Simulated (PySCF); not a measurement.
```xyz
12

Si    -1.7155     0.4462     0.4024
C     -0.3959    -0.5355    -0.5169
C      0.9384     0.1320    -0.4780
C      1.9624    -0.3117     0.2251
Cl     3.4894     0.4994     0.2894
H     -1.3832     0.5066     1.8418
H     -1.7830     1.8234    -0.1345
H     -3.0351    -0.2025     0.2320
H     -0.3423    -1.5355    -0.0814
H     -0.7257    -0.6563    -1.5523
H      1.0543     1.0504    -1.0433
H      1.9362    -1.2165     0.8156
```

Charge 0, multiplicity 1.

**Question.** Give the Mulliken and meta-Löwdin atomic charges from PySCF with CAM-B3LYP-D3(BJ)/def2-TZVP.

**Answer.** 
```
atom  Mulliken (e)  meta-Löwdin (e)
----  ------------  ---------------
Si1           0.25             0.53
C2           -0.33            -0.44
C3           -0.14            -0.10
C4           -0.08            -0.13
Cl5          -0.10            -0.06
H6           -0.04            -0.10
H7           -0.05            -0.10
H8           -0.05            -0.10
H9            0.13             0.12
H10           0.13             0.13
H11           0.14             0.12
H12           0.14             0.13
```
